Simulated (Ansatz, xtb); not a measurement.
Relative energy of two isomers of C5H8ClNO

Structure a: `CC(=O)N/C=C\CCl`, a singlet. Structure b: `CC(=O)N/C=C/CCl`, a singlet. Both are isolated molecules in the gas phase, relaxed with B3LYP/def2-SVP; the shapes shown needn't be the lowest conformers.

a (Å):

```csv
atom,x (Å),y (Å),z (Å)
C,-0.5345,0.7271,1.9571
C,-1.6091,-0.0762,1.2491
C,-2.2990,-0.8741,-0.9469
C,-2.0878,-1.1526,-2.2485
C,-0.7910,-0.9643,-2.9591
Cl,-0.1978,0.7923,-2.9942
N,-1.3738,-0.2753,-0.1068
O,-2.6017,-0.5029,1.8008
H,0.4770,0.3880,1.6832
H,-0.6772,0.6319,3.0403
H,-0.6188,1.7918,1.6814
H,-0.5659,0.1704,-0.5348
H,-3.2482,-1.0951,-0.4536
H,-2.9250,-1.5549,-2.8233
H,-0.8496,-1.2683,-4.0103
H,0.0377,-1.5070,-2.4808
```

b (Å):

```xyz
16

C    -0.9404    1.2010    2.2222
C    -1.0375   -0.0459    1.3620
C    -1.3282   -0.8027   -0.9395
C    -1.5185   -0.6090   -2.2560
C    -1.6380   -1.7318   -3.2208
Cl   -0.2384   -1.7704   -4.4091
N    -1.2137    0.2058    0.0076
O    -0.9786   -1.1741    1.8050
H    -0.6888    0.9028    3.2468
H    -1.9034    1.7382    2.2316
H    -0.1719    1.8931    1.8417
H    -1.2542    1.1694   -0.3069
H    -1.2504   -1.8004   -0.4990
H    -1.5801    0.4059   -2.6662
H    -2.5336   -1.6502   -3.8524
H    -1.6434   -2.7071   -2.7165
```

Quicker runs give these differences E(b) − E(a): GFN2-xTB +0.17 kcal/mol; HF/STO-3G −1.10 kcal/mol (at GFN2-xTB geometries); r2SCAN-D4/def2-SVP +0.98 kcal/mol (at GFN2-xTB geometries).

Problem. Estimate E(b) − E(a) at the level CCSD(T)/def2-SVP + ΔMP2/def2-TZVPP.

Solution. CCSD(T)/def2-SVP + ΔMP2/def2-TZVPP gives E(b) − E(a) = +0.42 kcal/mol, slightly favouring structure a, which is too small a margin to settle the true order.

Level by level:

```csv
level,geometry,E(b) − E(a) (kcal/mol),departure from the last row (kcal/mol),"job, with rough time for the two"
GFN2-xTB,GFN2-xTB,+0.17,−0.25,"optimisation, 1.5 s"
HF/STO-3G,GFN2-xTB,−1.10,−1.52,"single point, 3.3 s"
r2SCAN-D4/def2-SVP,GFN2-xTB,+0.98,+0.55,"single point, 16 s"
B3LYP/def2-SVP,B3LYP/def2-SVP,+0.31,−0.11,"optimisation, 8.5 min"
HF/def2-SVP,B3LYP/def2-SVP,−0.53,−0.95,part of the CCSD(T) run
MP2/def2-SVP,B3LYP/def2-SVP,+0.52,+0.10,part of the CCSD(T) run
CCSD(T)/def2-SVP,B3LYP/def2-SVP,+0.54,+0.12,single point
CCSD(T)/def2-SVP + ΔMP2/def2-TZVPP,B3LYP/def2-SVP,+0.42,,"single point, 6.4 min"
```

As drawn, both hold the same kinds of bond in the same numbers.

The largest departure from CCSD(T)/def2-SVP + ΔMP2/def2-TZVPP is that of HF/STO-3G, 1.52 kcal/mol. The last row adds to CCSD(T) the change of the MP2 difference between the two basis sets, here −0.12 kcal/mol.

With thermal terms from frequencies at re-optimised GFN2-xTB minima (ideal gas, soft modes damped towards free rotors, one conformer each, 298.15 K, 1 atm): on the last row, ΔE + ΔZPE = +0.32, ΔH = +0.40, ΔG = +0.20 kcal/mol.

The correlated steps freeze 12 core orbitals. Run with Ansatz 0.2.0, xtb 6.7.1; the last row on 2 threads of Intel(R) Xeon(R) Processor @ 2.50GHz (Skylake/Cascade Lake) on a shared host.
